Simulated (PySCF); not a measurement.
A geometry optimisation on `[CH3][TlH2-][NH3+]`.

Computed with PBE0-D3(BJ)/def2-SVP geometry optimisation, gas phase, def2 core potentials past Kr (PySCF 2.14.0). Start geometry: GFN2-xTB. A driver script takes a list of jobs; this job's settings line and coordinates (Å) are shown.

Input:
```
{"job": {"xc": "PBE0", "basis": "def2-SVP", "d3": "d3bj", "grid": 1, "maxiter": 30, "shake": 0.01, "kind": "geom"}, "charge": 0, "multiplicity": 1}
C     -1.787110    -0.471630     0.012170
Tl    -0.199050     1.105990     0.280260
N      1.705220    -0.411140    -0.216290
H     -2.750040     0.027060    -0.107740
H     -1.883750    -1.134990     0.840450
H     -1.650000    -1.041400    -0.887420
H      0.392430     1.542300     1.861240
H      0.205920     2.221800    -1.003090
H      1.630040    -0.831150    -1.103820
H      2.587740     0.119930    -0.182680
H      1.786710    -1.152600     0.491250
```

Output:
```
step   0  E = -269.93421485  max force = 0.036872
step   1  E = -269.93745333  max force = 0.009065
step   2  E = -269.93789065  max force = 0.002613
step   3  E = -269.93800218  max force = 0.001978
step   4  E = -269.93808577  max force = 0.002126
step   5  E = -269.93812919  max force = 0.001013
step   6  E = -269.93815919  max force = 0.000654
step   7  E = -269.93817410  max force = 0.000506
step   8  E = -269.93818380  max force = 0.000379
optimisation converged
```

Energies in Eh; «max force» is the largest Cartesian gradient component in Eh/bohr.

Question: Give the first gradient maximum in eV/Å.

Answer: With 1 Eh/bohr = 51.422 eV/Å, 1.896 eV/Å.

Question: How much energy does the optimisation release, in eV?

Answer: E(step 0) − E(last step) = 0.003969 Eh, which is 0.108 eV.

In short: final energy -269.93818 Eh after 8 steps; dipole 4.29 D.

Question: Give the final coordinates.

Answer: 0.074 Å rms from the input after alignment:
```
atom  x, y, z in Å
C1    -1.8145   -0.2841   -0.0578
Tl2   -0.1498    1.1550    0.2823
N3     1.6928   -0.5695   -0.1417
H4    -2.7596    0.2678   -0.1669
H5    -1.9104   -0.9816    0.7862
H6    -1.6395   -0.8507   -0.9842
H7     0.3860    1.4994    1.9196
H8     0.3481    2.1973   -1.0432
H9     1.6487   -0.9383   -1.0905
H10    2.6163   -0.1581   -0.0166
H11    1.6193   -1.3589    0.4979
```

Hardware: Arm Neoverse V2, one thread, shared host with 32 logical CPUs at a one-minute load of 23. Cost: 32 s wall, 0.40 GiB resident at most.
Labels such as C1 count atoms from 1, the log's own numbers from 0.
